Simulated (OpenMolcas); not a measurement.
# Ions of charge +2 along the 3d row on the Cd site of KCdF3

```yaml
Program: OpenMolcas 26.06
Method: SS-CASPT2, IPEA 0.25 Eh, imaginary shift 0.1 Eh
Spin-orbit_coupling: state interaction with AMFI integrals over the reference wave functions
```

The d shell is active; CASPT2 correlates the ligand valence shells and the outer metal core. Each dopant is a cluster with its nearest anions in model potentials and point charges, with no relaxation. Distances were set from a Shannon-type radius of the metal (high-spin where two are listed) plus a fixed donor radius (F 1.31 Å), in hosts weighted 0.65 to 0.35 with the host's distance in the model lattice. Ligand basis ANO-RCC-VDZP, DKH2 Hamiltonian. States (labels of O, the rotations of Oh). Energies in cm-1 above the lowest state or level, χT in cm3 K/mol; under a threefold ground state the first gap can be a small split of the lowest multiplet, not the spin-orbit step; 10Dq and B are least-squares fits to the states below 45000 cm-1, weighted by degeneracy, with a free offset, and given where the rms deviation is under 5 % of |10Dq| (or 100 cm-1) and under 700 cm-1. Spin-only χT is S(S+1) / 2 for the spin of the ground state.

```json
{"Ion": "Ti2+", "Shell": "3d2", "R (Å)": "2.163", "Metal basis": "ANO-RCC-VTZP", "Ground state": "3T1", "First state of that spin": "3T2 11180", "10Dq": "12759", "B (rms of fit)": "691 (294)", "First gap with spin-orbit (degeneracies)": "3 (2, 3)", "χT at 300 K": "1.095", "First state of another spin": "1T2 9080", "Spin-only χT": "1.000"}
{"Ion": "V2+", "Shell": "3d3", "R (Å)": "2.118", "Metal basis": "ANO-RCC-VTZP", "Ground state": "4A2", "First state of that spin": "4T2 10930", "10Dq": "", "B (rms of fit)": "", "First gap with spin-orbit (degeneracies)": "10860 (4, 2)", "χT at 300 K": "1.854", "First state of another spin": "2E 13070", "Spin-only χT": "1.875"}
{"Ion": "Fe2+", "Shell": "3d6", "R (Å)": "2.111", "Metal basis": "ANO-RCC-VTZP", "Ground state": "5T2", "First state of that spin": "5E 8600", "10Dq": "", "B (rms of fit)": "", "First gap with spin-orbit (degeneracies)": "190 (3, 2)", "χT at 300 K": "4.084", "First state of another spin": "3T1 15130", "Spin-only χT": "3.000"}
{"Ion": "Co2+", "Shell": "3d7", "R (Å)": "2.089", "Metal basis": "ANO-RCC-VTZP", "Ground state": "4T1", "First state of that spin": "4T2 6940", "10Dq": "", "B (rms of fit)": "", "First gap with spin-orbit (degeneracies)": "370 (2, 4)", "χT at 300 K": "3.585", "First state of another spin": "2E 13150", "Spin-only χT": "1.875"}
{"Ion": "Ni2+", "Shell": "3d8", "R (Å)": "2.053", "Metal basis": "ANO-RCC-VTZP", "Ground state": "3A2", "First state of that spin": "3T2 7590", "10Dq": "", "B (rms of fit)": "", "First gap with spin-orbit (degeneracies)": "7280 (3, 2)", "χT at 300 K": "1.405", "First state of another spin": "1E 14220", "Spin-only χT": "1.000"}
```

Every ion keeps the highest spin of its shell. χT departs most from the spin-only value for Co2+, by +1.710 cm3 K/mol.

Roots that are degenerate in the reference are averaged as groups; the widest CASPT2 spread within a group is 620 cm-1 (the 3-fold group of multiplicity 2 near 60600 cm-1 above the lowest state of its run, V2+). Shifts and gaps below about the spread of the groups concerned are not significant. Over all roots computed the reference weight is 0.73 to 0.74 in Ti2+, 0.73 to 0.74 in V2+, 0.72 to 0.74 in Fe2+, 0.72 to 0.74 in Co2+, 0.72 to 0.73 in Ni2+; a low but even weight reflects the number of correlated electrons. Ligand-to-metal charge-transfer states are missing. Free-ion shares, where given, are those of the reference states; single-state CASPT2 does not remix them. An orbital triplet at a regular site is open to Jahn-Teller coupling, which can distort the site and quench the lowest spin-orbit gaps and is left out (holds for Ti2+; Fe2+; Co2+). With no ligand orbital active B as a rule stays too high, so bands that hang on it stand too high and its fall with covalency is understated (holds for Ti2+; V2+). With one d shell and no ligand orbital active, 10Dq can be off by tens of per cent for divalent 3d ions, low with halides held by bare charges and at times high in hosts (holds for Ti2+; V2+; Fe2+; Co2+). These CASPT2 states fit no ligand-field parameters well, so their order and spin gaps are uncertain (holds for V2+; Fe2+; Co2+; Ni2+). A single d shell leaves out the double-shell effect, which counts most for late 3d ions, where the CASPT2 field can be off either way by tens of per cent (holds for Fe2+; Co2+; Ni2+). For late 3d ions with one d shell CASPT2 can put B and the spin-flip bands somewhat low as well as high (holds for Fe2+; Co2+; Ni2+). With one d shell and no ligand orbital active, 10Dq can be off by tens of per cent for divalent 3d ions, low with halides held by bare charges and at times high in hosts, and the orbital part of g and χT goes as 1/10Dq (holds for Ni2+). No measured value stands beside these numbers; the geometry was set by hand and not optimised.
